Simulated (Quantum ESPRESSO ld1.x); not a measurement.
Input file for ld1.x (Quantum ESPRESSO 7.5):

```
 &input
    atom='La',
    iswitch=1,
    rel=1,
    lsd=1,
    dft='PW',
    config='[He] 2s2 2p4 3s0 3p0',
    verbosity='high',
    prefix='ld1',
    max_out_wfc=37,
    file_charge='ld1.rho',
 /
```

Command: `OMP_NUM_THREADS=1 ld1.x < ld1.in > ld1.out`

Output:

```
     Program LD1 v.7.5 starts

     --------------------------- All-electron run ----------------------------

     scalar relativistic calculation

     atomic number is 57.00
     dft =PW   lsd =1 sic =0 latt =0  beta=0.20 tr2=1.0E-14
     Exchange-correlation= PW
                           (   1   4   0   0   0   0   0)
     mesh =2083 r(mesh) = 100.78089 a.u. xmin = -8.00 dx = 0.00800
     1 Ry =  13.60569312 eV, c = 137.03599908

     n l     nl                  e(Ry)          e(Ha)          e(eV)
     1 0     1S 1( 1.00)   -3142.569464369   -1571.284732185 -42756.8357499
     2 0     2S 1( 1.00)    -718.331054690    -359.165527345  -9773.3918908
     2 1     2P 1( 3.00)    -677.486577492    -338.743288746  -9217.6744683
     3 0     3S 1( 0.00)    -301.003079240    -150.501539620  -4095.3555252
     3 1     3P 1( 0.00)    -288.667780406    -144.333890203  -3927.5252347
     1 0     1S 2( 1.00)   -3140.562477625   -1570.281238813 -42729.5293042
     2 0     2S 2( 1.00)    -715.511941616    -357.755970808  -9735.0359035
     2 1     2P 2( 1.00)    -674.114597056    -337.057298528  -9171.7963373
     3 0     3S 2( 0.00)    -300.261193024    -150.130596512  -4085.2616490
     3 1     3P 2( 0.00)    -287.813251490    -143.906625745  -3915.8987765

     final scf error:  2.4E-16 reached in  12 iterations

     Etot =  -11182.170126 Ry,   -5591.085063 Ha, -152141.175179 eV
     Total magnetization:    2.00 Bohr mag.

     Ekin =   12050.164582 Ry,    6025.082291 Ha,  163950.841379 eV
     Encl =  -23889.151039 Ry,  -11944.575520 Ha, -325028.458008 eV
     Eh   =     808.697095 Ry,     404.348547 Ha,   11002.884502 eV
     Exc  =    -151.880763 Ry,     -75.940382 Ha,   -2066.443053 eV

     normalization and overlap integrals

     s(1S/1S) =  1.000000  <r> =   0.0250  <r2> =    0.0009  r(max) =   0.0161
     s(1S/2S) = -0.018233
     s(1S/3S) = -0.008981
     s(2S/2S) =  1.000000  <r> =   0.1042  <r2> =    0.0127  r(max) =   0.0890
     s(2S/3S) = -0.005742
     s(2P/2P) =  1.000000  <r> =   0.0906  <r2> =    0.0100  r(max) =   0.0711
     s(2P/3P) = -0.004704
     s(3S/3S) =  1.000000  <r> =   0.2450  <r2> =    0.0683  r(max) =   0.2343
     s(3P/3P) =  1.000000  <r> =   0.2354  <r2> =    0.0640  r(max) =   0.2233
     s(1S/1S) =  1.000000  <r> =   0.0250  <r2> =    0.0009  r(max) =   0.0161
     s(1S/2S) = -0.018201
     s(1S/3S) = -0.008967
     s(2S/2S) =  1.000000  <r> =   0.1043  <r2> =    0.0128  r(max) =   0.0897
     s(2S/3S) = -0.005717
     s(2P/2P) =  1.000000  <r> =   0.0908  <r2> =    0.0100  r(max) =   0.0717
     s(2P/3P) = -0.004688
     s(3S/3S) =  1.000000  <r> =   0.2456  <r2> =    0.0686  r(max) =   0.2343
     s(3P/3P) =  1.000000  <r> =   0.2360  <r2> =    0.0643  r(max) =   0.2251

     ------------------------ End of All-electron run ------------------------
```

Run on one thread of a shared host, so times are rough (Intel(R) Xeon(R) Processor @ 2.60GHz): 0.58 s of CPU time, 0.62 s wall, 12 iterations on 2083 mesh points.
